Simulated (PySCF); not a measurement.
Work out the structure from these simulated measurements.

Formula: C6H7FN2.

| Quantity | Value |
| --- | --- |
| NMR, other nuclei | isotropic shieldings of nuclei other than C and H, by class: -74 (1 N), 42 (1 N), 356 (1 F) ppm [GIAO PBE0/pcSseg-1] |
| Triplet | lowest triplet excitation (Tamm–Dancoff): 4.52 eV [TDA CAM-B3LYP/def2-SVPD] |
| 1H NMR | chemical shifts (computed TMS as zero) by class: 7.36 (1 H), 7.28 (1 H), 6.23 (1 H), 5.63 (1 H), 5.44 (1 H), 4.78 (2 H) ppm [GIAO PBE0/pcSseg-1] |
| UV, first state | lowest singlet excitation: 6.37 eV (195 nm, f = 0.160) [TDDFT CAM-B3LYP/def2-SVPD] |
| 13C NMR | chemical shifts (computed TMS as zero) by class: 161.7 (1 C), 145.7 (1 C), 129.3 (1 C), 123.1 (1 C), 118.7 (1 C), 60.9 (1 C) ppm [GIAO PBE0/pcSseg-1] |
| Rotational structure | rotational constants A, B, C: 4.118, 0.918, 0.797 GHz [GFN2-xTB] |
| Dipole | 2.80 D [CAM-B3LYP/def2-SVPD] |
| Polarisability | 82.9 au [CAM-B3LYP/def2-SVPD] |

Electronic properties: PySCF, gas phase, density fitting. Levels stand in brackets. Isolated species at its GFN2-xTB geometry (one conformer only). Each NMR value is the plain mean over a class of atoms that symmetry, rotation or inversion makes alike.

Q: Give a SMILES that accounts for the data.

A: Numbering: `[CH2:1]=[CH:2][CH2:3][n:4]1[cH:5][c:6]([F:7])[cH:8][n:9]1`. Its formula, C6H7FN2, gives 4 degrees of unsaturation: 1 ring and 3 π bonds in the structure found (Kekulé form). 6 carbons fall into 6 classes; from least to most shielded: aromatic C–F carbon [C6] (161.7 ppm), alkene CH carbon [C2] (145.7 ppm), aromatic CH next to a ring nitrogen [C8] (129.3 ppm), terminal =CH2 carbon [C1] (123.1 ppm), aromatic CH next to a ring nitrogen [C5] (118.7 ppm), chain sp3 carbon bound to nitrogen [C3] (60.9 ppm). Hydrogen classes from least to most shielded: 1 H on an aromatic CH next to a ring nitrogen, C8 (7.36 ppm), 1 H on an aromatic CH next to a ring nitrogen, C5 (7.28 ppm), 1 H on an alkene CH carbon, C2 (6.23 ppm), 1 H on a terminal =CH2 carbon, C1 (5.63 ppm), 1 H on a terminal =CH2 carbon, C1 (5.44 ppm), 2 H on an sp3 carbon bound to nitrogen, C3 (4.78 ppm, a mean of values up to 0.6 ppm apart in this geometry). The other shieldings belong to: -74 ppm, pyridine-type nitrogen [N9]; 42 ppm, pyrrole-type nitrogen [N4]; 356 ppm, aryl fluorine [F7]. The optimised geometry has point group C1 and is an asymmetric top. Structure: `C=CCn1cc(F)cn1`. Computed isomers that give other values at the same levels: `NCc1ccc(F)nc1` (13C chemical shifts (computed TMS as zero) by class: 173.0 (1 C), 153.1 (1 C), 145.5 (1 C), 144.9 (1 C), 114.8 (1 C), 50.3 (1 C) ppm); `Cc1cc(F)c(C)nn1` (13C chemical shifts (computed TMS as zero) by class: 171.9 (1 C), 163.8 (1 C), 153.0 (1 C), 115.6 (1 C), 24.7 (1 C), 19.9 (1 C) ppm); `CCc1cnc(F)cn1` (13C chemical shifts (computed TMS as zero) by class: 169.6 (1 C), 163.1 (1 C), 147.4 (1 C), 137.0 (1 C), 33.8 (1 C), 20.1 (1 C) ppm). The assignments are read from this structure; whether some other isomer fits the data as well wasn't checked.

The values belong to the conformer `[CH2:1]=[CH:2][CH2:3][n:4]1[cH:5][c:6]([F:7])[cH:8][n:9]1`: C1–C2–C3–N4 131°, C2–C3–N4–C5 -71°.
